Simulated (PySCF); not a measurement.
# Electron correlation in Co²⁺ (cobalt, charge +2)

[Ar] 3d7, high-spin 4F determinant. All numbers are calculated (PySCF 2.14, scalar relativity by spin-free X2C-1e, in x2c-TZVPPall with one added diffuse shell each of s, p, d, f type (7s6p5d3f1g, 80 functions)). Frozen: [Ne]; 15 electrons correlated.

```json
{"level": "CCSD", "correlation energy (mhartree)": "-492.49"}
{"level": "(T)", "correlation energy (mhartree)": "-8.21"}
{"level": "CCSD(T)", "correlation energy (mhartree)": "-500.70"}
```

Diagnostics: T1 = 0.0074, D1 = 0.0151, largest double amplitude 0.017.

Cost of the coupled-cluster step: about 21 core-seconds, for 15 correlated electrons.

This basis was not built for core-valence correlation, so the inner-shell part is incomplete.
